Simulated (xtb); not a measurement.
GeCl₂, SMILES [Cl][Ge][Cl] (connectivity only; charge and spin as stated), neutral, multiplicity 1. All values are semi-empirical tight-binding results from xtb (GFN2-xTB unless named), good for trends rather than for accurate numbers. The structure is a stationary point at GFN2-xTB. The isomer is the one that the SMILES or the coordinates give; other isomers of the formula were not compared.

For metal compounds this method's bond lengths and energies can be far off.

Computed properties:
The point group as xtb finds it is C2v. The orbital gap comes out as 3.77 eV. The zero-point energy comes out as 1.2 kcal/mol and the G − E(el) at 298.15 K (modified RRHO) is -16.8 kcal/mol.
